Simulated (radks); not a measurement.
Isoelectronic series with 43 electrons, all held in the configuration [Kr] 4d7, which need not be the ground one along the series. All-electron calculation, Dirac Kohn-Sham, PBE, spin-unpolarised, spherical densities, finite nucleus; open shells fill j = l - 1/2 first; Fermi nuclear charge, rms radius of each element as measured or else 0.836 A^(1/3) + 0.57 fm. Program: a radial shooting solver on a logarithmic mesh with Libxc functionals. Total energies (hartree) and mean radii <r> (bohr):

ion    E (hartree)   4d5/2   4d3/2
I10+   -7088.01349  0.8432  0.8355
Cs12+   -7743.6161  0.7721  0.7648
La14+   -8431.7817  0.7133  0.7062
Pr16+   -9152.9458  0.6635  0.6566
Pm18+   -9907.5711  0.6207  0.6139
Eu20+  -10696.1506  0.5834  0.5767
Tb22+  -11519.3106  0.5506  0.5439
Ho24+  -12377.5278  0.5214  0.5148
Tm26+  -13271.5462  0.4953  0.4887
Lu28+  -14201.9449  0.4718  0.4651
Ta30+  -15169.6266  0.4505  0.4438
Re32+  -16175.2816  0.4311  0.4243
